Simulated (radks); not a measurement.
Valence configurations of Cl2+ (all share [Ne]). Method: non-relativistic Kohn-Sham, LDA (Slater exchange, Perdew-Wang correlation), spin-unpolarised, spherical densities, point nucleus; computed with a radial shooting solver on a logarithmic mesh with Libxc functionals. Energies are relative to 3s2 3p3; eigenvalues in eV.

valence	E (eV)	e(3p)	e(3s)
3s2 3p3	0.000	-31.772	-44.672
3s1.5 3p3.5	6.458	-32.032	-44.962
3s1 3p4	12.930	-32.287	-45.246
3s0.5 3p4.5	19.416	-32.537	-45.524
3p5	25.917	-32.781	-

NIST lists [Ne] 3s2 3p3 as the ground configuration; this level of theory agrees among the configurations tried. The energies are those of spherical spin-averaged densities, not of single terms.
